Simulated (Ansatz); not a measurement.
A CCSD(T) single point on `C=C[SiH](F)[SiH2]F`.

```yaml
crystal:
  periodic: [false, false, false]
  atoms:
    - {symbol: C, position_ang: [-0.970200, -1.257653, -1.708926]}
    - {symbol: C, position_ang: [-0.966398, -0.140586, -0.985703]}
    - {symbol: Si, position_ang: [-0.471773, -0.106973, 0.795317]}
    - {symbol: F, position_ang: [-0.217218, -1.619844, 1.280002]}
    - {symbol: Si, position_ang: [1.542181, 1.076885, 1.105722]}
    - {symbol: F, position_ang: [1.337389, 2.550548, 0.491379]}
    - {symbol: H, position_ang: [-0.694484, -2.215711, -1.278411]}
    - {symbol: H, position_ang: [-1.253371, -1.264589, -2.757454]}
    - {symbol: H, position_ang: [-1.249106, 0.795984, -1.464384]}
    - {symbol: H, position_ang: [-1.557834, 0.465095, 1.636182]}
    - {symbol: H, position_ang: [2.668574, 0.431362, 0.382068]}
    - {symbol: H, position_ang: [1.909139, 1.230283, 2.538107]}
basis:
  gaussian: {orbitals: def2-TZVPP}
correlation: {method: ccsd_t}
```

```sh
$ ansatz run in.yaml --threads 2 --pin off --events-out ev --progress --plain --max-ram 22528MiB --backend cuda --devices 0, --max-vram 18GiB
```

The program prints (abridged):

```
Functional definition: HF
  name "HF"
  cite "Fock, Z. Phys. 61, 126 (1930) doi:10.1007/BF01340294"
  parent pbe
  exchange = exact_x
  correlation = 0
1742 factors; integrals over basis functions are off by at most 9.9e-4 eV
mean field evaluation 1: about -23294.1941 eV, gradient 4.4e1 eV
mean field evaluation 2: about -23294.5071 eV, gradient 4.5e1 eV
mean field evaluation 4: about -23298.9986 eV, gradient 4.2e0 eV
mean field evaluation 8: about -23299.0812 eV, gradient 2.4e-1 eV
mean field evaluation 16: about -23299.0815 eV, gradient 1.7e-6 eV
mean field -23299.08152834 eV, -856.2254534817 hartree, gradient 1.7e-6 eV, S^2 0.000000; 0 other end points of the search recorded, 0 dependent functions left out
14 core orbitals not correlated: weight in the atoms' cores, before any rotation towards them, 1.000 or more for the frozen orbitals, at most 0.000 for the correlated occupied ones
reference -23299.08152834 eV, -856.2254534817 hartree; 18, 18 occupied and 260, 260 virtual orbitals, 1742 factors
second order -28.72653917 eV of doubles, -0.00000000 eV of singles
cycle   1  -29.18282797 eV  change   -4.6e-1 eV  update   1.2e-1
cycle   2  -29.87855141 eV  change   -7.0e-1 eV  update   3.6e-2
cycle   3  -30.04723602 eV  change   -1.7e-1 eV  update   1.9e-2
cycle   4  -30.03136528 eV  change    1.6e-2 eV  update   4.4e-3
cycle   5  -30.02997373 eV  change    1.4e-3 eV  update   1.8e-3
cycle   6  -30.03135193 eV  change   -1.4e-3 eV  update   5.2e-4
cycle   7  -30.03121379 eV  change    1.4e-4 eV  update   1.9e-4
cycle   8  -30.03110566 eV  change    1.1e-4 eV  update   6.2e-5
cycle   9  -30.03113598 eV  change   -3.0e-5 eV  update   2.8e-5
perturbative correction -1.06327871 eV, -0.0390747719 hartree
Total energy: -23330.17594303 eV, -857.3681521451 hartree
```

It took 3.7 s on 2 threads of an AMD EPYC 7R13 on a shared host and a share of an NVIDIA H100 80 GB, with 0.87 GiB of host memory at the peak.

MP2 recovers 92.4 % of the CCSD(T) correlation energy and the triples give 3.4 %; T1 = 0.0122.
